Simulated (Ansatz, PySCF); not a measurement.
Here is a job for Ansatz (an electronic-structure program).
Ansatz 0.2 input:
```yaml
crystal:
  periodic: [false, false, false]
  atoms:
    - {symbol: W, position_ang: [0.34576007, -0.06853654, 0.11336153]}
    - {symbol: O, position_ang: [1.47688500, -0.62473514, -1.01523362]}
    - {symbol: O, position_ang: [0.73427773, 0.18643859, 1.74018949]}
    - {symbol: Cl, position_ang: [-0.86901416, 1.74336084, -0.74743684]}
    - {symbol: Cl, position_ang: [-1.67660626, -1.23876811, -0.08717494]}
basis:
  gaussian:
    orbitals: def2-SVP
hamiltonian:
  xc: {name: B97M-V}
total_charge: -1
magnetization: {spin_polarized: true, initial_magnetization: 1}
accuracy: high
```

### Question
Convert this to an input for PySCF.

### Answer
This is not unique; one that fits is 
```python
from pyscf import gto, scf, dft

mol = gto.M(
    atom='''
W     0.345760   -0.068537    0.113362
O     1.476885   -0.624735   -1.015234
O     0.734278    0.186439    1.740189
Cl   -0.869014    1.743361   -0.747437
Cl   -1.676606   -1.238768   -0.087175
''',
    basis='def2-svp',
    ecp={'W': 'def2-svp'},
    charge=-1,
    spin=1,
    verbose=4,
)

mf = dft.UKS(mol)
mf.xc = 'b97m_v'
mf.grids.atom_grid = (99, 590)
mf.grids.prune = None
mf.kernel()
```

Both were run: Ansatz gave -1137.521920 Eh and PySCF -1137.521862 Eh, 0.059 mEh apart.
